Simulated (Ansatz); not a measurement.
```yaml
crystal:
  periodic: [false, false, false]
  atoms:
    - {symbol: N, position_ang: [-0.433720, 1.502189, 0.232881]}
    - {symbol: Sn, position_ang: [0.191719, -0.388128, 0.379758]}
    - {symbol: O, position_ang: [1.485692, -0.564916, -1.065700]}
    - {symbol: Cl, position_ang: [-1.454762, -1.978603, -0.124134]}
    - {symbol: H, position_ang: [-1.180472, 1.754378, 0.866675]}
    - {symbol: H, position_ang: [-0.707142, 1.758012, -0.707333]}
    - {symbol: H, position_ang: [0.814936, -0.753815, 1.913798]}
    - {symbol: H, position_ang: [1.375951, -1.386318, -1.551845]}
basis:
  gaussian: {orbitals: x2c-TZVPPall, fitting: {mean_field: def2-universal-jkfit}}
hamiltonian: {xc: {name: HF}}
correlation: {method: mp2, frozen_orbitals: {N: 9}}
output: {forces: true}
```

```sh
$ ansatz run in.yaml --threads 4 --pin off --events-out ev --progress --plain --max-ram 10444MiB
```

(1) How does Ansatz answer? (An estimate is asked.)

Answers

(1) The calculation gave: The program refused the input.
```
Functional definition: HF
Error: "frozen_orbitals" has no count for Sn
```
